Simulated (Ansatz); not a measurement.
Frontier orbitals of `[NH2][Al]([AlH2])[GaH2]`.

```xyz
10

N    -1.880    0.391   -0.400
Al   -0.175    0.001   -0.069
Al    0.950    1.551    1.702
Ga    0.856   -1.933   -1.324
H    -2.381    1.145    0.042
H    -2.488   -0.095   -1.040
H     2.411    1.274    2.286
H     0.213    2.849    2.275
H     1.663   -1.756   -2.675
H     0.831   -3.426   -0.795
```

Total charge 0; spin multiplicity 1. Correlated methods include outer-core shells of Ga, which these sets cover unevenly. Scalar relativity is left out up to krypton. The structure was optimised at the PBE0-D4/def2-TZVP level. It is one conformer, not always the lowest. Basis def2-TZVPP, Ansatz.

Orbital energies of one run (eV). Highest occupied ones, from the top: -7.03, -8.87, -9.09, -9.35, -9.54, -12.54, -13.14, -14.05, -14.96, -25.65, -25.99, -26.06, -26.22, -26.22. Empty: -1.67, -1.31, 0.40, 1.09, 1.20, 2.10.

Problem. Which functional gave them?
A. PBE
B. BHLYP
C. BLYP
D. PBE0

Solution. B. HOMO energies: BHLYP -7.03, PBE -5.30, BLYP -5.15, PBE0 -6.22 eV.
